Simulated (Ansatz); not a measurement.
The cluster AlCl₃ (the lowest singlet isomer of a short search). The state is a singlet with charge 0. Geometry B3LYP-D4/def2-TZVP, basis def2-TZVP, Ansatz.

```xyz
4

Al    0.0000    0.0000    0.0000
Cl    0.8335   -0.9070   -1.6730
Cl   -1.6739    1.2140   -0.2021
Cl    0.8404   -0.3070    1.8751
```

```json
{"run": "A", "HOMO (eV)": "-9.38", "LUMO (eV)": "-1.33"}
{"run": "B", "HOMO (eV)": "-8.98", "LUMO (eV)": "-1.71"}
{"run": "C", "HOMO (eV)": "-11.62", "LUMO (eV)": "0.43"}
{"run": "D", "HOMO (eV)": "-8.34", "LUMO (eV)": "-1.75"}
{"run": "E", "HOMO (eV)": "-7.96", "LUMO (eV)": "-2.18"}
{"run": "F", "HOMO (eV)": "-7.77", "LUMO (eV)": "-2.09"}
```

HSE06 is defined as in plane-wave codes, on full-range PBE exchange. The structure comes from a short search, and lower isomers may exist.

**Question.** The runs used BLYP, HSE06, PBE, PBE0, r2SCAN, ωB97M-V. Estimate which is which.

**Answer.** A PBE0 (25 % exact exchange); B HSE06 (range-separated); C ωB97M-V (range-separated); D r2SCAN (0 % exact exchange); E PBE (0 % exact exchange); F BLYP (0 % exact exchange). Exact exchange lowers occupied and raises empty levels; among semilocal functionals meta-GGAs tend to open the gap a little, and such runs are hard to tell apart. The gap grows from 5.67 eV (BLYP) to 12.06 eV (ωB97M-V).
